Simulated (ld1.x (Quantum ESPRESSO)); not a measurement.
## scandium, RRKJ: configuration errors across variants

scandium (Sc), norm-conserving RRKJ (Kleinman–Bylander form), made with ld1.x (Quantum ESPRESSO) 7.5 (LDA (PZ), scalar-relativistic). Core [Ar], reference 3d1 4s1.5 4p0.5. Waves: 4s (bound): rc 3.00 bohr; 4p (bound): rc 4.20 bohr; 3d (bound): rc 1.35 bohr. Local part: all-electron potential smoothed inside 2.75 bohr (lloc = -1). Core correction: a·sin(br)/r model core inside 0.65 bohr. rho0 = 0.01.

All-electron excitation energies from the reference (eV): (1) 3d1 4s2 4p0 -1.403; (2) 3d1 4s1 4p0 5.664; (3) 3d1 4s0 4p0 18.625; (4) 3d2 4s0 4p0 6.317; (5) 3d1 4s1 4p1 1.439; (6) 3d1.5 4s1.5 4p0 -0.754; (7) 3d0 4s2 4p1 2.216; (8) 3d1 4s1.5 4p0.5 spin -0.366; (9) 3d1 4s2 4p0 spin -1.554.

Spin tests fill each open shell by Hund’s rule, majority spin first.

A true bound ghost makes a file unfit for plane-wave use even where its test errors are small: the radial tests pick states by their node count and pass the ghost by.

Errors AE − PS in meV (a dash: test not solved or not reliable):

```csv
change,(1),(2),(3),(4),(5),(6),(7),(8),(9),bound ghosts
base,-0.7,+2.3,-23,-254,-1.2,-47,-161,+6.4,+4.7,none
local potential all-electron potential smoothed inside 1.82 bohr (lloc = -1),-1.3,-2.1,-21,-236,-1.5,-65,-540,+6.4,+3.4,s
local potential all-electron potential smoothed inside 2.48 bohr (lloc = -1),-0.4,+4.5,-22,-247,-1.0,-39,+87,+6.4,+5.2,none
local potential all-electron potential smoothed inside 3.04 bohr (lloc = -1),-0.8,+1.5,-24,-262,-1.3,-51,-252,+6.4,+4.5,none
local potential all-electron potential smoothed inside 3.40 bohr (lloc = -1),-0.9,+0.7,-26,-272,-1.4,-56,-306,+6.4,+4.4,none
local potential all-electron potential smoothed inside 4.82 bohr (lloc = -1),-2.0,-9.0,-67,-387,-2.4,-109,-475,+6.3,+3.2,none
```

Task: Give the same row for: local potential all-electron potential smoothed inside 4.14 bohr (lloc = -1).

Result: -1.6, -4.5, -50, -358, -2.0, -93, -455, +6.3, +3.6; bound ghosts: none.
